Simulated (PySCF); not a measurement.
## Unknowns

- shielding tensors at PBE0/pcSseg-1 (GIAO)
- GFN2-xTB geometry
- run in PySCF
- no solvent model, one averaged value for each set of equivalent atoms, relativity neglected, one conformer

References, each an isolated molecule treated in the same way: ¹H (31.72 ppm), ¹³C (186.93 ppm) against TMS. Splittings of carbon signals by F and P are missing where no couplings were computed. Where no couplings were computed, multiplicities follow the n + 1 count of equivalent neighbours, and m marks all less simple cases (inequivalent or close neighbours, rings, F or P nearby). Shifts are as computed. Against solution values, carbons near 30 ppm lie about +3 ppm off and those near 130 ppm about +5 ppm. Of 1211 compounds with measured shifts, 218 miss one by over three times the rms of a fit or turn the order of signals round; such compounds aren't used in these exercises.

(1) C₈H₆FN₃. ¹H NMR (500 MHz, computed): δ 8.76 (m, 2H), 7.85 (s, 2H), 7.47 (m, 2H). ¹³C{¹H} NMR (computed): δ 172.2, 139.9, 139.5, 125.8, 121.8. Give a structure.

(2) C₇H₁₂OSi. ¹H NMR (500 MHz, computed): δ 6.30 (m, 1H), 5.32 (m, 1H), 5.19 (m, 1H), 4.77 (m, 1H), 4.75 (m, 1H), 4.44 (m, 1H), 4.16 (m, 1H), 4.16 (m, 1H), 3.01 (m, 1H), 1.22 (d, 3H). ¹³C{¹H} NMR (computed): δ 189.8 (C), 150.6 (CH), 119.8 (CH2), 83.1 (CH), 58.7 (CH2), 52.0 (CH), 22.1 (CH3). Give a structure.

## Answers

(1) `Fc1ccc(-n2nccn2)cc1`. The formula gives 7 degrees of unsaturation (2 rings in the answer). 5 carbon signals for 8 carbons: some carbons are equivalent by symmetry or fast rotation. Carbon types of the structure: 2 × C, 6 × CH, which accounts for all hydrogens. δC 172.2: aromatic carbon bearing fluorine; an ipso carbon deshielded by its heteroatom. δC 139.5: aromatic carbon bearing nitrogen; an ipso carbon deshielded by its heteroatom. δC 125.8, 121.8: aromatic CH. δH 8.76, 7.47: hydrogen on an aromatic CH; it sits in the deshielding region of the aromatic ring current.

This is the structure that produced the data.

(2) `C=C[C@@H](C)C1=C[SiH2]CO1`. Rings plus π bonds: 3 (1 ring in the answer). 7 carbon signals for 7 carbons: no two carbons are equivalent. Carbon types of the structure: 1 × C, 3 × CH, 2 × CH2, 1 × CH3, leaving 2 H on heteroatoms. δC 189.8: alkene carbon bearing oxygen; an sp2 carbon further deshielded by the attached heteroatom. δC 150.6: alkene CH; an sp2 carbon of a C=C bond. δC 119.8: terminal =CH2 carbon; as expected for a trigonal carbon in a double bond. δC 83.1: β carbon of an enol-ether or enamine type C=C; the O or N lone pair pushes π density onto this β carbon and shields it.

The shifts were computed for this structure.
